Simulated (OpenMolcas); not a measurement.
Ag2+ (d9) among equal point charges was computed by CASSCF with the d shell active (OpenMolcas, ANO-RCC-VDZP on the metal). Its lowest spin-free states, and all those of the highest spin:

```tsv
2S+1	Degeneracy	E (cm-1)
2	3	0.0
2	2	3587
```

Q: Is the site octahedral, tetrahedral or cube-like, axial, or of lower symmetry?

A: The states with 2S+1 = 2 have orbital degeneracies 3, 2. Threefold states need a cubic site. For d9 at this spin an octahedron puts the twofold E below the threefold T2 and a tetrahedron or cube puts the threefold T2 below the twofold E, so the site is a tetrahedron or a cube, which this pattern cannot tell apart. The first gap at this spin, 3590 cm-1, is |10Dq| in ligand-field theory. The run had Ag2+ among 4 point charges of -2 e arranged as a tetrahedron (Td), 1.81 Å from the ion.

An orbital triplet at a regular site is open to Jahn-Teller coupling, which can distort the site and quench the lowest spin-orbit gaps and is left out. The ground term spreads over less than 5000 cm-1, several times less than with real ligands, so orbital moments are less quenched and χT lies further from the spin-only value than at real sites. Point charges carry no covalency, so the field is a model and not that of real ligands. No measured value stands beside these numbers.
